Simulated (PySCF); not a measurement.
SMILES [Cl][Ga-]([Cl])([Cl])[Cl] (Cl₄Ga (anion, charge -1)) (B3LYP/def2-SVP optimised geometry):

```
5

Ga    -0.742    -1.049     0.000
Cl     1.484    -1.049     0.000
Cl    -1.485    -2.097     1.818
Cl    -1.484     1.049     0.000
Cl    -1.482    -2.099    -1.818
```

Level of theory: B3LYP/def2-TZVPD (PySCF 2.14.0).

Question: What are the frontier orbital energies?

Answer: HOMO-2 -4.31 eV, HOMO-1 -4.31 eV, HOMO -4.30 eV, LUMO 2.43 eV, LUMO+1 3.47 eV.

On the same geometry PBE/def2-TZVPD (PySCF) gives HOMO-2 -3.19 eV, HOMO-1 -3.19 eV, HOMO -3.19 eV, LUMO 1.95 eV, LUMO+1 3.23 eV.

Meta-Löwdin charges at B3LYP/def2-TZVPD: Ga1 0.65, Cl2 -0.41, Cl3 -0.41, Cl4 -0.41, Cl5 -0.41.
